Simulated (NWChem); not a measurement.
Molecule: CdH₂SO; SMILES [OH][Cd][SH]

```xyz
5

Cd    -0.0065    -0.2927    -0.0013
O     -0.0169    -2.2589    -0.0743
H      0.0212    -2.6460     0.8079
S     -0.0542     2.0384    -0.0073
H      1.2930     2.1526    -0.0339
```
Atoms are numbered in this order, from 1.

Program: NWChem. All runs use the structure optimised with PBE0/def2-SVP. def2 effective core potentials on Cd; no spin-orbit coupling. Vertical excitations in the gas phase; the lowest state need not have the same character in each row.

```
level                 lowest excitation, singlet (eV)  oscillator strength of that lowest state  lowest state with f > 0.02, singlet (eV)  oscillator strength of that bright state  orbital gap (eV)
--------------------  -------------------------------  ----------------------------------------  ----------------------------------------  ----------------------------------------  ----------------
PBE/def2-SVPD, TDA                               4.01                                     0.018                                      5.37                                     0.021              3.84
B3LYP/def2-SVPD, TDA                             4.30                                     0.022                                      4.30                                     0.022              5.31
PBE0/def2-SVPD, TDA                              4.55                                     0.025                                      4.55                                     0.025              5.86
```
